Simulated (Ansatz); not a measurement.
Computed with Ansatz on PBE0-D4/def2-TZVP structures; ΔE is electronic, products minus reactants. CCSD(T)/CBS is the MP2 limit (def2-TZVPP, def2-QZVPP) plus CCSD(T) − MP2 in def2-TZVPP, frozen cores. This one scheme is used for every species. DFT in def2-TZVPP. B3LYP here is the variant with VWN-RPA as its local correlation; programs differ in this. Each species was taken in one conformer, which may not be the lowest.

Reaction (ligand exchange at a B–F bond): `C[SiH2]B(F)F` + H₂S → `C[SiH2]B(F)S` + H–F

`C[SiH2]B(F)F`:

Cartesian coordinates in Å:
```
C 1.324 -0.309 -0.638
Si -0.418 0.359 -0.483
B -1.214 -0.009 1.354
F -0.546 -0.652 2.297
F -2.434 0.380 1.676
H 1.338 -1.390 -0.480
H 1.981 0.148 0.105
H 1.734 -0.104 -1.629
H -0.446 1.833 -0.702
H -1.318 -0.256 -1.499
```

H₂S:

Cartesian coordinates in Å:
```
S -0.080 0.126 -0.601
H 0.556 0.749 0.402
H -0.476 -0.875 0.199
```

`C[SiH2]B(F)S`:

Cartesian coordinates in Å:
```
C -0.518 1.360 0.414
Si 0.105 -0.338 0.911
B 0.574 -1.491 -0.694
F 1.032 -2.727 -0.518
S 0.417 -0.962 -2.411
H 0.238 1.906 -0.156
H -0.761 1.955 1.297
H -1.423 1.285 -0.194
H -0.932 -1.047 1.716
H 1.317 -0.206 1.769
H -0.049 0.265 -2.134
```

H–F:

```xyz
2

F    -0.356    0.123    0.265
H     0.356   -0.123   -0.265
```

| level | ΔE (kJ/mol) | difference from CCSD(T)/CBS |
| --- | --- | --- |
| PBE-D4 | 67.3 | -6.0 |
| r2SCAN-D4 | 77.2 | 3.9 |
| PBE0-D4 | 70.6 | -2.7 |
| B3LYP-D4 | 80.6 | 7.3 |
| ωB97M-V | 82.5 | 9.2 |
| B2PLYP | 85.0 | 11.7 |
| PBE | 73.3 | 0.0 |
| r2SCAN | 78.7 | 5.4 |
| HF/def2-TZVPP | 107.7 | 34.4 |
| SCS-MP2/def2-TZVPP | 80.5 | 7.2 |
| CCSD(T)/CBS | 73.3 | 0 |

Largest T1 diagnostic among the species: 0.013.

In def2-TZVPP, CCSD(T) changes the Hartree–Fock value by −28.9 kJ/mol (the triples alone add −5.4 kJ/mol) and MP2 by −35.3 kJ/mol. The D4 term adds −9.6 kJ/mol with B3LYP and −5.3 kJ/mol with PBE0; it sums over pairs of atoms, weighted by their polarisabilities, and B3LYP, whose exchange is more repulsive, gets the larger term.
